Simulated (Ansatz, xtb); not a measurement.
BClFOSi−: where a starting geometry ends

The starting geometry of this gas-phase singlet has its atoms placed at random.

```yaml
atoms:
  - { symbol: B, position_ang: [-1.4098, 0.4044, -0.9039] }
  - { symbol: Cl, position_ang: [0.2186, 0.9273, -0.2120] }
  - { symbol: F, position_ang: [-0.8849, -1.0953, 0.7422] }
  - { symbol: O, position_ang: [0.9618, -0.2114, -0.6851] }
  - { symbol: Si, position_ang: [-0.9742, 1.1865, 1.2517] }
```

One run relaxed it with r2SCAN-D4/def2-SVPD. What is a likely outcome?

It ends as a structure with Cl2 bridging B1 and O4, given below by its coordinates. Distances that change by over a tenth: Cl2–O4 (1.44 → 1.67 Å). Contacts that open: Cl2–Si5 (1.91 → 3.50 Å). Contacts that close: B1–Si5 (2.33 → 1.90 Å), F3–Si5 (2.34 → 1.71 Å).

The energy falls by 5.84 eV over 26 steps:

```
step  E − E(last) (eV)
   1             5.844
   4             2.020
   7             1.486
   9             0.888
  12             0.166
  15             0.038
  18             0.002
  20             0.000
  23             0.000
  26             0.000
```

Final geometry (Å):

```tsv
atom	x (Å)	y (Å)	z (Å)
B	-0.3294	0.2542	0.1269
Cl	1.1618	0.6535	-0.5528
F	-2.4320	-0.7927	1.8026
O	1.4868	0.4555	-2.1790
Si	-1.9758	0.6410	0.9953
```

From the same start GFN2-xTB reaches the same bonding as this run.

From so rough a start the end depends on the optimiser's path, so another program may land elsewhere. The end wasn't checked by frequencies. Run with Ansatz 0.2.0, 39 s on 2 threads of Intel(R) Xeon(R) 6975P-C (Granite Rapids) (shared host).
